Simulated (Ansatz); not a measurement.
Method: frozen-core CCSD(T)/def2-TZVPP // r2SCAN-D4/def2-SVP in Ansatz (a first-principles code).

Ansatz 0.2 input:
```yaml
crystal:
  periodic: [false, false, false]
  atoms:
    - { symbol: Ta, position_ang: [-0.013519, 0.168715, 0.036675] }
    - { symbol: Cl, position_ang: [-0.377317, -1.936689, 0.921419] }
    - { symbol: Cl, position_ang: [-0.480153, 2.087385, 1.238949] }
    - { symbol: Cl, position_ang: [-2.112665, 0.195059, -1.006021] }
    - { symbol: Cl, position_ang: [2.229152, 0.168421, 0.718379] }
    - { symbol: N, position_ang: [0.70828, 0.336184, -1.778487] }
    - { symbol: H, position_ang: [0.130105, 0.391074, -2.614658] }
    - { symbol: H, position_ang: [1.702917, 0.379448, -1.991304] }
basis:
  gaussian: { orbitals: def2-TZVPP }
correlation:
  method: ccsd_t
```

Output:

```
Functional definition: HF
1713 factors; integrals over basis functions are off by at most 1.1e-3 eV
mean field evaluation 1: about -53065.3495 eV, gradient 5.4e1 eV
mean field evaluation 2: about -53065.6472 eV, gradient 5.4e1 eV
mean field evaluation 4: about -53072.3543 eV, gradient 5.1e0 eV
mean field evaluation 8: about -53072.4610 eV, gradient 8.8e-1 eV
mean field evaluation 16: about -53072.4637 eV, gradient 3.2e-6 eV
mean field -53072.46371206 eV, -1950.3770676101 hartree, gradient 3.2e-6 eV, S^2 0.000000; 0 other end points of the search recorded, 0 dependent functions left out
21 core orbitals not correlated
reference -53072.46371206 eV, -1950.3770676101 hartree; 24, 24 occupied and 238, 238 virtual orbitals, 1713 factors
second order -37.78010274 eV of doubles, -0.00000000 eV of singles
cycle   1  -37.45454796 eV  change    3.3e-1 eV  update   2.1e-1
cycle   2  -38.43819311 eV  change   -9.8e-1 eV  update   1.1e-1
cycle   3  -38.77210766 eV  change   -3.3e-1 eV  update   3.9e-2
cycle   4  -38.75044047 eV  change    2.2e-2 eV  update   1.4e-2
cycle   5  -38.73896288 eV  change    1.1e-2 eV  update   6.0e-3
cycle   6  -38.73974035 eV  change   -7.8e-4 eV  update   2.2e-3
cycle   7  -38.74049714 eV  change   -7.6e-4 eV  update   1.0e-3
cycle   8  -38.74044658 eV  change    5.1e-5 eV  update   3.8e-4
cycle   9  -38.74062042 eV  change   -1.7e-4 eV  update   1.4e-4
cycle  10  -38.74077831 eV  change   -1.6e-4 eV  update   6.5e-5
cycle  11  -38.74064300 eV  change    1.4e-4 eV  update   2.7e-5
cycle  12  -38.74063005 eV  change    1.3e-5 eV  update   1.8e-5
perturbative correction -1.99360425 eV, -0.0732636050 hartree
Total energy: -53113.19794635 eV, -1951.8740231099 hartree
```

Cost: very roughly 22 core-minutes.
